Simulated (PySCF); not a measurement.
CdCl, SMILES [Cl][Cd] (connectivity only; charge and spin as stated), neutral, multiplicity 2.

Geometry optimised at r2SCAN-D4/def2-TZVPD. The spin state was assumed, not searched. The def2 effective core potentials stand for the cores of Cd; spin–orbit coupling is left out.

These are ωB97X/def2-TZVPD run with PySCF values and carry that method's errors.

Gas-phase values at a fixed geometry.

| Quantity | Value |
|---|---|
| total energy | -628.01811 hartree |
| point group | C∞v |
| α spin, highest occupied and lowest empty level | -8.48 and 0.76 eV |
| β spin, highest occupied and lowest empty level | -10.68 and -2.16 eV |
| dipole moment | 3.80 D |
| mean static polarisability | 54.9 bohr³ (8.14 Å³) |
| polarisability, principal values | 47.8, 47.8, 69.0 bohr³ |
| ⟨S²⟩ | 0.754 (pure state 0.75) |
